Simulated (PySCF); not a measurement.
# Continuum solvent and chemical shifts

Atoms are numbered as in `[CH3:1][CH2:2][P:3](=[S:4])([CH2:5][CH3:6])[CH2:7][CH3:8]` (H(Xn): hydrogen on atom n).

GIAO PBE0/pcSseg-1 in PySCF on one PBE0-D3(BJ)/def2-SVP conformer, non-relativistic, equivalent nuclei averaged. Solvents enter as an IEF-PCM continuum (cyclohexane with ε = 2.0, chloroform with ε = 4.7, water with ε = 78.4) around the gas-phase geometry. Shifts are referred to TMS, PH3, CS2 computed in the same medium.

In cyclohexane, δ in ppm: C2/C5/C7 25.9, C1/C6/C8 7.6, P3 307.1, S4 -289.0, H(C2)/H(C5)/H(C7) 1.46, H(C1)/H(C6)/H(C8) 1.07. Dipole moment 5.80 D.

Q: How does each δ change in the more polar media?

A: 
| atoms | environment | Δδ, chloroform | Δδ, water |
| --- | --- | --- | --- |
| C2/C5/C7 | sp3 CH2 bonded to P | +0.2 | +0.4 |
| C1/C6/C8 | methyl carbon | +0.1 | +0.3 |
| P3 | phosphorus bonded to 3 C, S | +2.9 | +5.6 |
| S4 | sulfur bonded to P | -11.2 | -21.7 |
| H(C2)/H(C5)/H(C7) | hydrogen on an sp3 CH2 bonded to P | +0.08 | +0.16 |
| H(C1)/H(C6)/H(C8) | hydrogen on a methyl carbon | +0.01 | +0.02 |

Changes are relative to cyclohexane. The dipole moment becomes 6.60 D in chloroform, 7.46 D in water.

Q: Which nuclei move most (in ppm), and what does the model miss?

A: S4 (sulfur bonded to P, -21.7 ppm) in water. A continuum only polarises the solute; specific hydrogen bonds, the anisotropy of aromatic solvents and changes of geometry or conformer are outside it.
